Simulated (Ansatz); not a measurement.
(HZn-mu-OH)2 (Zn2O2H4). The state is a singlet with charge 0. Geometry relaxed at r2SCAN-D4/def2-SVP.

```tsv
atom	x (Å)	y (Å)	z (Å)
Zn1	-1.250	-0.599	-0.521
H2	-2.541	-1.216	-1.059
O3	0.589	-0.328	-1.036
Zn4	1.250	0.599	0.521
H5	2.540	1.218	1.058
O6	-0.589	0.327	1.037
H7	1.047	-0.583	-1.842
H8	-1.047	0.582	1.842
```

Estimate the harmonic wavenumbers at RKS r2SCAN-D4/def2-SVP (Ansatz, unscaled). Is this a minimum?

87, 230, 254, 297, 357, 424, 440, 440, 467, 515, 519, 574, 759, 799, 1886, 1892, 3925, 3926 cm⁻¹. Yes, no mode is imaginary beyond noise. Zero-point energy 106.4 kJ/mol. Hardware: 4 threads of Intel Xeon Platinum 8259CL on a shared host. Wall time 85 s.
